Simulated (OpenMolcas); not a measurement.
Computed levels of 3d⁵ in ions with 23 electrons, in cm-1 above ⁶S_5/2.

```json
{"Program": "OpenMolcas 26.06", "Method": "CASSCF", "Basis": "ANO-R3", "Scalar Hamiltonian": "X2C, finite nucleus", "Spin-orbit coupling": "state interaction with AMFI integrals over the reference wave functions, term energies averaged over their components"}
```

Active space for each ion: 5 electrons in 5 orbitals (3d).

```csv
Level,Cr+,Mn2+,Fe3+,Co4+,Cu6+
⁴G_5/2,26162,32208,37537,42453,51670
⁴G_7/2,26169,32221,37562,42495,51777
⁴G_11/2,26171,32224,37568,42506,51805
⁴G_9/2,26173,32229,37576,42519,51840
⁴P_5/2,30036,37039,43184,48810,59191
⁴P_3/2,30055,37077,43254,48928,59477
⁴P_1/2,30076,37122,43336,49069,59826
⁴D_7/2,32552,40042,46643,52736,64182
⁴D_1/2,32573,40084,46721,52871,64526
```

Problem. Estimate ⁴G_5/2, ⁴G_7/2 for Ni5+ from its neighbours Co4+ and Cu6+.

Solution. ⁴G_5/2 is another term, which grows about linearly with the charge: (42453 + 51670) / 2 = 47062. The calculation gives 47143, so the estimate is off by -0.2 %.
⁴G_7/2 is another term, which grows about linearly with the charge: (42495 + 51777) / 2 = 47136. The calculation gives 47211, so the estimate is off by -0.2 %.

Without dynamic correlation excited terms often stand tens of per cent too high (terms of higher spin than the ground term too low), and those without a measured partner can miss by more than the paired ones. Some high roots are left out of the spin-orbit mixing, which shifts the levels that they would mix with (holds for Cr+). Levels of configurations outside the active space are missing.
